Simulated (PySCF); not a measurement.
Telling isomers of C₅H₇F₃O₂ apart by NMR

Level of theory: GIAO PBE0/pcSseg-1 shieldings, coordinates at the GFN2-xTB level, in PySCF (no relativistic terms, gas phase, rapidly exchanging positions averaged, single conformer).

Chemical shifts δ = σref − σ; TMS for $^{1}$H and $^{13}$C, all at this level. Splittings of carbon signals by F and P are missing where no couplings were computed. Where no couplings were computed, multiplicities follow the n + 1 count of equivalent neighbours, and m marks all less simple cases (inequivalent or close neighbours, rings, F or P nearby). Shifts are as computed. Against solution values, carbons near 30 ppm lie about +3 ppm off and those near 130 ppm about +5 ppm. Of 1211 compounds with measured shifts, 218 miss one by over three times the rms of a fit or turn the order of signals round; such compounds aren't used in these exercises.

(1) Tabulate the signals of `FC(F)(F)[C@H]1COCCO1`, `COC(=O)CCC(F)(F)F` and their relative energies.

(2) What is the quickest way to tell FC(F)(F)[C@H]1COCCO1 from COC(=O)CCC(F)(F)F?

## Answers

(1) 
```json
{"SMILES": "FC(F)(F)[C@H]1COCCO1", "carbon types": "1×C 1×CH 3×CH2", "δC": "132.1, 78.2, 70.7, 70.0, 69.4", "δH": "4.01 (m, 1H), 3.96 (m, 1H), 3.89 (m, 1H), 3.84 (m, 1H), 3.83 (m, 1H), 3.79 (m, 1H), 3.70 (m, 1H)", "E rel. (kcal/mol)": "29.3"}
{"SMILES": "COC(=O)CCC(F)(F)F", "carbon types": "2×C 2×CH2 1×CH3", "δC": "178.7, 135.9, 53.8, 34.1, 31.3", "δH": "3.95 (s, 3H), 2.68 (t, 2H), 2.36 (m, 2H)", "E rel. (kcal/mol)": "0.0"}
```

Energies are electronic energies at PBE0/pcSseg-1 on these geometries, without zero-point or thermal terms, each for the one conformer computed, which needn't be the lowest.

(2) Both give the same number of carbon signals, but DEPT or the intensities differ. The first has an sp3 CH bonded to O at 78.2 ppm, the second a methyl carbon bonded to O (CH3) at 53.8 ppm. Their most deshielded carbons lie at 132.1 and 178.7 ppm.
